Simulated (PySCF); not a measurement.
Run record: excited-state job, `C=CC[BH2-][NH3+]`.

Method: TDDFT PBE0/def2-SVPD, vertical, gas phase, core orbitals frozen in the response (PySCF 2.14.0, density-fitted response routines). Geometry: GFN2-xTB. The input is one job of a driver script: a line of settings, then coordinates in Å.

Command:
```bash
OMP_NUM_THREADS=1 python probes_run.py task.json out
```

Input:
```
{"job": {"kind": "uv", "xc": "PBE0", "basis": "def2-SVPD", "nstates": 6, "ntriplets": 2}, "charge": 0, "multiplicity": 1}
C      2.617020    -0.341203    -0.393096
C      1.592826     0.188773     0.252497
C      0.281384     0.542150    -0.352507
B     -0.913302    -0.434289     0.199623
N     -2.268200     0.077767    -0.604019
H      3.535962    -0.607449     0.103210
H      2.577947    -0.537258    -1.453132
H      1.665980     0.363500     1.319066
H      0.057639     1.584761    -0.098402
H      0.368627     0.481800    -1.442224
H     -0.771659    -1.573941    -0.112975
H     -1.153892    -0.284842     1.356192
H     -3.064230    -0.483679    -0.323096
H     -2.101497    -0.021551    -1.599445
H     -2.429019     1.053453    -0.379259
```

Problem. Estimate the output.

Solution. 
```
coarse grid: 11608 points
cycle   1  E = -199.4434112892  dE =  3.079e-01  |g| = 4.720e-01  |ddm| = 5.542e+00
cycle   2  E = -199.4424822613  dE =  9.290e-04  |g| = 4.984e-01  |ddm| = 2.170e+00
cycle   3  E = -199.5158319052  dE = -7.335e-02  |g| = 6.561e-02  |ddm| = 1.295e+00
cycle   4  E = -199.5165518318  dE = -7.199e-04  |g| = 4.063e-02  |ddm| = 1.636e-01
cycle   5  E = -199.5169712133  dE = -4.194e-04  |g| = 7.268e-03  |ddm| = 6.419e-02
cycle   6  E = -199.5169852481  dE = -1.403e-05  |g| = 1.825e-03  |ddm| = 1.590e-02
cycle   7  E = -199.5169861306  dE = -8.825e-07  |g| = 2.720e-04  |ddm| = 3.635e-03
final grid: 109544 points
cycle   8  E = -199.5414159133  dE = -4.365e-05  |g| = 7.905e-03  |ddm| = 1.338e-01
cycle   9  E = -199.5414105329  dE =  5.380e-06  |g| = 9.291e-03  |ddm| = 3.500e-02
cycle  10  E = -199.5414324096  dE = -2.188e-05  |g| = 1.034e-03  |ddm| = 1.621e-02
cycle  11  E = -199.5414326710  dE = -2.614e-07  |g| = 2.696e-04  |ddm| = 1.894e-03
cycle  12  E = -199.5414326883  dE = -1.736e-08  |g| = 9.082e-05  |ddm| = 5.550e-04
cycle  13  E = -199.5414326903  dE = -2.001e-09  |g| = 2.018e-05  |ddm| = 1.849e-04
cycle  14  E = -199.5414326904  dE = -9.913e-11  |g| = 4.618e-06  |ddm| = 4.968e-05
converged SCF energy = -199.5414326904

Static polarisability (au): isotropic 66.786, principal 56.291 59.938 84.129

Singlet excitations
state   eV       nm        f      main configurations
  1   5.2113    237.9   0.00070   H->L 0.99
  2   6.2965    196.9   0.00187   H-1->L 0.99
  3   6.5512    189.3   0.07111   H->L+1 0.50, H->L+2 0.25, H->L+3 0.20
  4   6.8096    182.1   0.10104   H->L+3 0.68, H->L+1 0.23
  5   6.8438    181.2   0.07328   H->L+4 0.41, H->L+2 0.38, H->L+1 0.10
  6   7.0280    176.4   0.11291   H->L+4 0.42, H-2->L 0.26, H->L+2 0.21

Triplet excitations (Tamm-Dancoff, eV): 4.3586 5.1746
```

The SCF starts on a coarse grid where the log names one; the energy can jump when the final grid takes over, and dE then counts from the start density on the new grid. H and L stand for HOMO and LUMO; the number after each pair is its weight.

Problem. Give S1 in cm⁻¹ and kJ/mol.

Solution. 5.2113 eV × 8065.54 = 42032 cm⁻¹; × 96.485 = 502.8 kJ/mol.

Problem. How does the lowest singlet excitation compare with the HOMO–LUMO gap?

Solution. HOMO -6.33 eV and LUMO -0.27 eV give a gap of 6.06 eV; S1 at 5.21 eV lies 0.85 eV below it.

Main results: HOMO -6.33 eV, LUMO -0.27 eV; lowest singlet 5.21 eV; lowest triplet 4.36 eV (Tamm–Dancoff); mean polarisability 66.8 au.

Problem. How long does this job take on an Intel Xeon Platinum 8259CL at 2.50 GHz with one thread, no GPU, shared host with 48 logical CPUs at a one-minute load of 32? And the peak memory of the process?

Solution. About 30 s, with 0.75 GiB resident at the peak, the Python interpreter and its libraries included.

One conformer stands for the species.
Labels such as C1 count atoms from 1, the log's own numbers from 0.
